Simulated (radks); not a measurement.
Values are calculated unless marked as measured or tabulated.
Valence configurations of neutral copper (all share [Ar]). Code: a radial shooting solver on a logarithmic mesh with Libxc functionals. Model: Dirac Kohn-Sham, BLYP, spin-unpolarised, spherical densities, finite nucleus; open shells fill j = l - 1/2 first; Fermi nuclear charge, rms radius 3.8823 fm. Order these by energy: 3d9 4p2; 3d10 4p1; 3d9 4s2; 3d8 4s1 4p2; 3d8 4s2 4p1; 3d10 4s1; 3d9.5 4s1.5; 3d9.5 4s1 4p0.5; 3d9 4s1 4p1; 3d10 4s0.5 4p0.5.

Answer. From the lowest, in eV above it: 3d10 4s1 0.000; 3d9.5 4s1.5 0.484; 3d9 4s2 1.784; 3d10 4s0.5 4p0.5 2.015; 3d9.5 4s1 4p0.5 2.661; 3d10 4p1 4.156; 3d9 4s1 4p1 6.596; 3d9 4p2 11.790; 3d8 4s2 4p1 12.936; 3d8 4s1 4p2 18.791. NIST lists [Ar] 3d10 4s1 as the ground configuration; this level of theory agrees among the configurations tried. The energies are those of spherical spin-averaged densities, not of single terms.
